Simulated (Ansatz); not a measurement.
`CO[SiH2]S[SiH3]` + `BN` → `BN[SiH2]OC` + `[SiH3]S`  (ligand exchange at the Si–S bond)

Program: Ansatz. Geometries: PBE0-D4/def2-TZVP. ΔE: electronic, gas phase. CCSD(T)/CBS is the MP2 limit (def2-TZVPP, def2-QZVPP) plus CCSD(T) − MP2 in def2-TZVPP, frozen cores. This one scheme is used for every species. Functionals use def2-TZVPP. B3LYP here is the variant with VWN-RPA as its local correlation; programs differ in this. Each species was taken in one conformer, which may not be the lowest.

```csv
level,ΔE (kJ/mol),difference from CCSD(T)/CBS
PBE-D4,34.8,12.0
r2SCAN-D4,27.9,5.1
B3LYP-D4,24.2,1.4
ωB97M-V,23.6,0.8
B2PLYP,18.1,-4.7
PBE,29.6,6.8
r2SCAN,26.4,3.6
HF/def2-TZVPP,4.3,-18.5
MP2/def2-TZVPP,23.7,0.9
SCS-MP2/def2-TZVPP,17.9,-4.9
CCSD(T)/def2-TZVPP,19.2,-3.6
HF/def2-QZVPP,3.2,-19.6
MP2/def2-QZVPP,25.4,2.6
HF/CBS(def2),3.1,-19.7
MP2/CBS(def2),27.3,4.5
CCSD/CBS(def2),19.2,-3.6
CCSD(T)/CBS,22.8,0
```

Largest T1 diagnostic among the species: 0.012.

In def2-TZVPP, CCSD(T) changes the Hartree–Fock value by +14.9 kJ/mol (the triples alone add +3.6 kJ/mol) and MP2 by +19.4 kJ/mol. The D4 term adds +8.5 kJ/mol with B3LYP and +4.9 kJ/mol with PBE0; it sums over pairs of atoms, weighted by their polarisabilities, and B3LYP, whose exchange is more repulsive, gets the larger term.
